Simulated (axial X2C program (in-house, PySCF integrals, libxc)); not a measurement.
Potential curves of HfP, without spin–orbit coupling

Calculated with an axial X2C code built on PySCF integrals. Spin-free means the one-electron spin-free X2C Hamiltonian. Basis: Hf dyall-cv3z [13s14p9d7f4g], P dyall-v3z [8s7p2d1f] (cores contracted in-house); Gaussian nuclei, density fitting, unrestricted open shells. Masses: Hf 179.947 u, P 30.974 u.

State: M_S = 1/2, Λ = 0 (beyond evenly filled blocks: σα). Energies in cm⁻¹ from the fragments at the same level (Hf + P). Fits are polynomials in 1 − R0/R over 0.85 to 1.23 times the lowest point R0.

```tsv
R (Å)	LDA	PBE0
1.9027	-31631	-19769
1.9902	-38365	-26828
2.0558	-41280	-29902
2.1214	-42785	-31503
2.1870	-43189	-31947
2.2635	-42595	-31342
2.3401	-41156	-29839
2.4385	-38463	-27008
2.5588	-34404	-22723
2.7337	-27926	-15867
```

Occupations by symmetry block were frozen at the best pattern of an incomplete PBE0 search. De is counted from the lowest determinant-based energies of the atoms at the same level, without counterpoise correction. Without a current term, density functionals place determinants with orbital angular momentum somewhat too high.

Q: What are Re, ωe and De at the LDA level?

A: At LDA, spin-free: Re = 2.182 Å, ωe ≈ 507 cm⁻¹, De = 5.35 eV to Hf + P; Be follows as 0.134 cm⁻¹.

Q: What are Re, ωe and De at the PBE0 level?

A: At PBE0, spin-free: Re = 2.184 Å, ωe ≈ 519 cm⁻¹, De = 3.96 eV to Hf + P; Be follows as 0.134 cm⁻¹.
